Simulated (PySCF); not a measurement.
# MH3- across group 12

Level: PBE0, basis family def2-TZVPD, scalar-relativistic core potentials from Rb on and no relativity for lighter atoms.

Each entry is the lowest minimum that a search over a few typed start shapes (and spin states, where more than one is plausible) found, or that minimum re-optimised at the stated level; isomers with ligand–ligand bonds, or fragments after loss of a ligand pair, can lie lower. Open shells are unrestricted; no spin–orbit coupling; PySCF with density fitting.

```csv
molecule,2S+1,point group,mean bond to the central atom (Å),gap (eV),distinct angles (°),polar-tensor charge of the central atom,highest ω (cm⁻¹)
ZnH₃⁻,?,?,?,?,?,?,?
CdH₃⁻,1,D3h,1.797,5.43,120,0.60,1478
HgH₃⁻,1,D3h,1.764,4.80,120,0.47,1607
```

**Question.** Fill in the row of ZnH₃⁻.

**Answer.** 2S+1: 1; point group: D3h; mean bond to the central atom (Å): 1.650; gap (eV): 4.76; distinct angles (°): 120; polar-tensor charge of the central atom: 0.59; highest ω (cm⁻¹): 1561.

The bond length does not run in one direction; the largest change, 0.147 Å, falls between ZnH₃⁻ and CdH₃⁻ among the members listed.

The 4d and 5d members differ by only 0.033 Å, the mark of the lanthanide contraction and relativistic shrinkage of 6s.

Spin–orbit coupling can matter for HgH₃⁻.

Left out of the table are members whose search was unfinished or whose lowest solution was spin-contaminated, unstable, very soft or bonded differently.
